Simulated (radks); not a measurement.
Results of a calculation; reference values are marked as such.
Question: These are the eigenvalues of the occupied orbitals of an atom or ion with whole-number occupations (hartree). Level of theory: scalar-relativistic Kohn-Sham, r2SCAN, spin-polarised, spherical densities, finite nucleus; meta-GGA in the generalised Kohn-Sham scheme; Fermi nuclear charge, rms radius of each element as measured or else 0.836 A^(1/3) + 0.57 fm (a radial shooting solver on a logarithmic mesh with Libxc functionals).

| orbital | eigenvalue |
|---|---|
| 1s up | -461.3669 |
| 1s down | -461.3621 |
| 2s up | -60.21364 |
| 2s down | -60.16248 |
| 2p up | -52.95572 |
| 2p down | -52.91588 |
| 3s up | -8.60295 |
| 3s down | -8.52386 |
| 3p up | -6.29844 |
| 3p down | -6.21794 |
| 3d up | -2.51626 |
| 3d down | -2.42988 |
| 4s up | -0.80516 |
| 4p up | -0.34245 |
| 4p down | -0.29697 |

Which element is it, and in what charge state? The configuration may be excited. Open shells, if any, are filled with parallel spins first.

Answer: Z = 34, selenium, charge 0: Se in [Ar] 3d9 4s1 4p6. The list shows which subshells hold electrons but not how many an open one holds; the 1s level, -461.37 hartree, gives Z - s = 30.4 by -(Z - s)^2/2, which with screening and relativity narrows Z to a few neighbours, and the depths of the outer levels then fix element, charge and occupations together.
